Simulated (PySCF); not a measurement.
A calculated (BP86, PySCF 2.14, aug-cc-pVDZ-DK, scalar relativity by spin-free X2C-1e) atom or ion has these occupied shells.

```csv
shell,electrons,orbital energy (eV),"rms radius, mean of both spins (bohr)"
1s α,1,-1787.0,0.129
1s β,1,-1786.9,0.129
2s α,1,-139.61,0.619
2s β,1,-139.45,0.619
2p α,3,-95.736,0.604
2p β,3,-95.539,0.604
3s α,1,-11.382,2.34
3s β,1,-9.959,2.34
3p α,2,-4.657,3.01
```

Problem. Name the element and its charge.

Solution. Si (silicon, neutral), in [Ne] 3s2 3p2, high-spin 3P determinant.
